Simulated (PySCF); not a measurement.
CH3BiF2O, SMILES C[O][Bi]([F])[F]. Atoms are numbered in the order given.

```xyz
8

Bi    -0.3956     0.2181     0.0000
F     -0.2408    -1.1711     1.4863
F     -0.2408    -1.1711    -1.4863
O      1.6049     0.7521     0.0000
C      2.6086    -0.2503     0.0000
H      3.5897     0.2526     0.0000
H      2.5443    -0.8961     0.8940
H      2.5443    -0.8961    -0.8940
```
Charge 0, spin multiplicity 1.

Geometry optimised at B3LYP-D3(BJ)/def2-SVP. The def2 effective core potentials stand for the cores of Bi; spin–orbit coupling is left out. One conformer was computed; it need not be the lowest.

Computed with TDA-LC-ωPBE/def2-SVPD (PySCF 2.14.0).

Vertical excitations. Isolated molecule, no solvent. State labels are in the subgroup Cs.

| state | symmetry | energy (eV) | λ (nm) | f | main pairs |
|---|---|---|---|---|---|
| S1 | A" | 6.19 | 200 | 0.001 | HOMO→LUMO+1 70 %, HOMO→LUMO+2 18 % |
| S2 | A' | 6.26 | 198 | 0.002 | HOMO→LUMO 78 % |
| S3 | A" | 6.33 | 196 | 0.030 | HOMO−1→LUMO 92 % |
| S4 | A" | 6.50 | 191 | 0.001 | HOMO→LUMO+2 60 %, HOMO→LUMO+1 23 % |
| S5 | A' | 6.59 | 188 | 0.058 | HOMO−1→LUMO+1 90 % |
| S6 | A' | 7.56 | 164 | 0.199 | HOMO−1→LUMO+2 39 %, HOMO−2→LUMO+1 33 %, HOMO−1→LUMO+3 10 %, HOMO→LUMO 9 % |
| S7 | A" | 7.81 | 159 | 0.049 | HOMO−2→LUMO 67 %, HOMO−3→LUMO+1 21 % |
| S8 | A' | 8.01 | 155 | 0.278 | HOMO−2→LUMO+1 51 %, HOMO−1→LUMO+2 21 % |
| S9 | A' | 8.13 | 153 | 0.025 | HOMO−3→LUMO 80 % |
| S10 | A" | 8.29 | 149 | 0.000 | HOMO−4→LUMO+1 56 %, HOMO−5→LUMO 24 % |
| T1 | A" | 5.64 | 220 | 0 | HOMO→LUMO+2 31 %, HOMO→LUMO+1 24 %, HOMO−1→LUMO 23 %, HOMO→LUMO+3 7 % |
| T2 | A' | 5.66 | 219 | 0 | HOMO−1→LUMO+1 43 %, HOMO−1→LUMO+2 26 %, HOMO→LUMO 9 %, HOMO−2→LUMO+1 8 % |
| T3 | A" | 5.77 | 215 | 0 | HOMO−1→LUMO 49 %, HOMO−2→LUMO 16 %, HOMO→LUMO+1 13 %, HOMO→LUMO+2 12 % |
| T4 | A' | 5.81 | 213 | 0 | HOMO→LUMO 82 % |
Triplets are in the Tamm–Dancoff approximation.
